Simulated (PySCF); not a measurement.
CH7GaN2, SMILES [NH2][Ga]([CH3])[NH2].

The structure is a stationary point at TPSSh-D3(BJ)/def2-SVP. The structure was generated by enumeration; whether it is a known compound was not checked. The values are those of a single conformer.

These are PBE/def2-TZVP (PySCF) values and carry that method's errors.

The molecule is in vacuum.

The total energy is -2076.30024 hartree. The highest occupied level is -5.15 eV, the lowest empty level comes out as -0.43 eV and the orbital gap is 4.72 eV. The dipole moment comes out as 0.27 D and the quadrupole, principal values (traceless, Buckingham form, about the centre of nuclear charge) is -5.94, 1.62, 4.32 D·Å. The mean static polarisability is 57.8 bohr³ (8.57 Å³) and the polarisability, principal values is 45.8, 62.6, 65.0 bohr³.
